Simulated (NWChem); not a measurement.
Isomers of CH7NOSi, each optimised at B3LYP/6-31G* with NWChem, gas phase unless a solvent is named. Flexible species stand in one conformer each, which need not be the lowest. Pople sets run with spherical d functions.

A: CN[SiH2]O
B: C[SiH](N)O
C: NC[SiH2]O
D: CO[SiH2]N

Problem. Rank them by SMD solvation free energy in water, B3LYP/6-31G* (kcal/mol), lowest first.

Solution. C (-7.3), B (-5.4), A (-4.8), D (-2.7)
